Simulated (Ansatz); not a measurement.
Fe₂Co. Total charge 0; quartet. Geometry PBE0-D4/def2-TZVP; atoms count from 1.

```xyz
3

Fe   -0.291   -0.763    1.204
Fe   -0.217    1.377    0.045
Co    0.508   -0.614   -1.249
```

The charge 0 quartet is spin-contaminated (final ⟨S²⟩ up to 7.02, 3.75 for a pure state). The geometry of the quartet was relaxed on an unsound state (⟨S²⟩ 7.02, where a pure state has 3.75). The structure comes from a short search, and lower isomers may exist.

(1) Estimate the Mulliken populations from the PBE0/def2-TZVP orbitals of Ansatz.

(2) Where does the spin sit?

(3) And the Mayer bond orders between bonded heavy atoms (over 0.3)?

Results:

(1) 
```csv
atom,charge (e),spin (α − β),d electrons
Fe1,-0.05,2.76,6.77
Fe2,0.08,2.96,6.88
Co3,-0.03,-2.71,7.83
```
Mulliken values and Mayer orders depend strongly on the basis.

(2) Summed by element: Fe 5.71, Co -2.71, of 3 unpaired in all. Largest on single atoms: Fe2 2.96, Fe1 2.76, Co3 -2.71.

(3) Fe1–Fe2 0.90 (2.44 Å); Fe1–Co3 0.54 (2.58 Å); Fe2–Co3 0.64 (2.48 Å).
